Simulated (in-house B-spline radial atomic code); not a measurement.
Radial electron density of the aluminium ion Al²⁺, [Ne] 3s1. Level of theory: scalar-relativistic (X2C) B3LYP, spin-polarised, spherical fractional occupations, exact exchange averaged over the configuration, Fermi nucleus of rms radius 3.061 fm; calculated with an all-electron radial atomic-structure program (B-spline basis).

Columns: r (bohr), 4πr²n(r) (electrons per bohr), bar.

```
 0.00456   0.3526 #
 0.00547   0.4916 #
 0.00655   0.6802 ##
 0.00785   0.9378 ###
 0.00941    1.285 ####
  0.0113    1.754 #####
  0.0135     2.35 #######
  0.0162    3.138 #########
  0.0194    4.122 ############
  0.0233    5.351 ################
  0.0279    6.784 ####################
  0.0334    8.405 #########################
  0.0401    10.16 ###############################
   0.048    11.86 ####################################
  0.0575    13.32 ########################################
   0.069    14.31 ###########################################
  0.0827    14.58 ############################################
  0.0991    14.01 ##########################################
   0.119    12.69 ######################################
   0.142    11.01 #################################
   0.171    9.393 ############################
   0.204    8.578 ##########################
   0.245    8.825 ###########################
   0.294    10.05 ##############################
   0.352    11.59 ###################################
   0.422     12.6 ######################################
   0.506    12.34 #####################################
   0.606    10.66 ################################
   0.726        8 ########################
    0.87    5.167 ################
    1.04    2.918 #########
    1.25    1.505 #####
     1.5   0.8846 ###
     1.8   0.6747 ##
    2.15   0.5536 ##
    2.58   0.3859 #
    3.09    0.208 #
    3.71  0.08056 
    4.44  0.02203 
    5.32 0.003906 
    6.38 0.0004151 
    7.65 2.444e-05
```

On this grid the curve has 2 maxima, near 0.0827, 0.422 bohr.

The 2p up radial function P(r) = rR(r), positive near the nucleus:

```json
{"r (bohr)": "0.00456", "P": "0.001478"}
{"r (bohr)": "0.00655", "P": "0.00297"}
{"r (bohr)": "0.00941", "P": "0.005949"}
{"r (bohr)": "0.0135", "P": "0.01182"}
{"r (bohr)": "0.0194", "P": "0.02332"}
{"r (bohr)": "0.0279", "P": "0.04544"}
{"r (bohr)": "0.0401", "P": "0.08654"}
{"r (bohr)": "0.0575", "P": "0.1592"}
{"r (bohr)": "0.0827", "P": "0.2821"}
{"r (bohr)": "0.119", "P": "0.4711"}
{"r (bohr)": "0.171", "P": "0.7245"}
{"r (bohr)": "0.245", "P": "0.9991"}
{"r (bohr)": "0.352", "P": "1.202"}
{"r (bohr)": "0.506", "P": "1.209"}
{"r (bohr)": "0.726", "P": "0.9722"}
{"r (bohr)": "1.04", "P": "0.5913"}
{"r (bohr)": "1.5", "P": "0.2437"}
{"r (bohr)": "2.15", "P": "0.06124"}
{"r (bohr)": "3.09", "P": "0.007325"}
```
